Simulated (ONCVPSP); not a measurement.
**What one change does to a pseudopotential (lanthanum, ONCV)**

```json
{
 "Element": "La",
 "Generator": "ONCVPSP 4.0.1",
 "Type": "optimised norm-conserving Vanderbilt (ONCV)",
 "Functional": "PBEsol",
 "Relativity": "scalar-relativistic",
 "Frozen core": "[Kr] 4d10",
 "Valence charge": "11",
 "Reference configuration": "5s2 5p6 5d1 6s2",
 "Partial waves": "5s+6s: rc 2.80 bohr, ncon 5, nbas 8, qcut 5.4 1/bohr, 2 projectors; 5p: rc 2.45 bohr, ncon 3, nbas 7, qcut 6.5 1/bohr, 1 projector; 5d: rc 3.40 bohr, ncon 4, nbas 8, qcut 5.5 1/bohr, 3 projectors, debl 0.8 Ha; f scattering state at 0.03 Ha: rc 2.85 bohr, ncon 4, nbas 9, qcut 4.2 1/bohr, 3 projectors, debl 3.2 Ha",
 "Local potential": "polynomial inside 2.20 bohr (lpopt 3, dvloc0 1 Ha)",
 "Core correction": "Teter function, fcfact 3.75, rcfact 1"
}
```

In the f channel the program set the typed energies aside and used -0.161, 3.039, 6.239 Ha.

All-electron outer shells of the reference configuration (PBEsol, scalar-relativistic, ld1.x):

```json
{"shell": "5s", "level (eV)": "-38.95", "outermost node (bohr)": "0.77", "outermost maximum (bohr)": "1.41"}
{"shell": "5p", "level (eV)": "-22.40", "outermost node (bohr)": "0.83", "outermost maximum (bohr)": "1.58"}
{"shell": "6s", "level (eV)": "-3.70", "outermost node (bohr)": "1.86", "outermost maximum (bohr)": "3.79"}
{"shell": "5d", "level (eV)": "-3.10", "outermost node (bohr)": "0.95", "outermost maximum (bohr)": "2.21"}
```

Change: d: debl 3.85.

Cutoffs: the cutoffs (Ha) at which the residual kinetic energy of the hardest occupied pseudo-wave falls to 1 and 0.1 mHa per electron; they do not see the model core or the augmentation charge, which bear on the density cutoff. Errors are all-electron minus pseudo energies relative to the spin-unpolarised reference configuration.

**Question.** What does the change do?

**Answer.** The potential gets neither clearly harder nor softer (12 Ha and 15 Ha → 12 Ha and 15 Ha); of the 4 tests that both files solve, the error grows in 2 and shrinks in 0 by more than 15 % and 0.3 meV (median size 2.3 → 2.3 meV); the range in which the d phases agree narrows (upper end at the end of the scan → 0.7); neither file shows a bound ghost.

```csv
quantity,base,changed
"cutoff, loose",12 Ha,12 Ha
"cutoff, tight",15 Ha,15 Ha
bound ghosts,none,none
GHOST(+) flags under 300 eV,f at 178.9 eV,f at 178.9 eV
"error for 5s2 5p6 5d1 6s1, meV [ΔE 6.00 eV]",-1.4,-1.6
"error for 5s2 5p6 5d1 6s0, meV [ΔE 16.85 eV]",-5.4,-6.6
"error for 5s2 5p6 5d0 6s0, meV [ΔE 35.76 eV]",+0.7,+1.3
"error for 5s2 5p6 5d0 6s2, meV [ΔE 6.40 eV]",-3.2,-3.0
s: phases at 2.84 bohr within 0.05 rad from the reference energy up to (Ha; the scan ends near 5),3.1,3.1
p: phases at 2.49 bohr within 0.05 rad from the reference energy up to (Ha; the scan ends near 5),0.3,0.3
d: phases at 3.46 bohr within 0.05 rad from the reference energy up to (Ha; the scan ends near 5),to the end of the scan,0.7
f: phases at 2.89 bohr within 0.05 rad from the reference energy up to (Ha; the scan ends near 5),-0.1,-0.1
"rms error of d²Exc/dni dnj with the model core, mHa",1.48,1.48
```

Base: The cutoffs count occupied waves only; projector 3 of the f channel, the hardest unoccupied one, needs 80 Ha at the loose tolerance. Changed file: The cutoffs count occupied waves only; projector 3 of the f channel, the hardest unoccupied one, needs 80 Ha at the loose tolerance.
